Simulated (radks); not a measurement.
The numbers below are computed, except where a source is named.
Kinetic energies: the exact non-interacting value of the Kohn-Sham orbitals and orbital-free approximations, as 100 (|E| - |E exact|)/|E exact|, negative where the magnitude is too small. Species: O+ [He] 2s2 2p3; As22+ [Ne] 3s1; Al2+ [Ne] 3s1; N [He] 2s2 2p3. Code: a radial shooting solver on a logarithmic mesh with Libxc functionals. Model: non-relativistic Kohn-Sham, r2SCAN, spin-polarised, spherical densities, point nucleus; meta-GGA in the generalised Kohn-Sham scheme. Every spin shell is full or empty, so the densities are truly spherical. Functionals are evaluated on that one density, not self-consistently.

| functional | O+ | As22+ | Al2+ | N |
|---|---|---|---|---|
| exact (hartree) | 74.3980 | 1938.89 | 241.091 | 54.4338 |
| Thomas-Fermi | -8.84 | -6.49 | -7.67 | -9.06 |
| TF + vW | +69.89 | +50.00 | +57.38 | +72.00 |
| TF + vW/9 | -0.09 | -0.21 | -0.44 | -0.06 |
| TF + vW/5 | +6.91 | +4.81 | +5.34 | +7.15 |
| APBEK | +0.30 | +0.55 | +0.32 | +0.30 |
| Perdew 92 | -0.07 | -0.20 | -0.43 | -0.04 |
| DePristo-Kress | -0.52 | +0.43 | +0.08 | -0.63 |
| Ernzerhof | +1.32 | +0.47 | +0.34 | +1.41 |
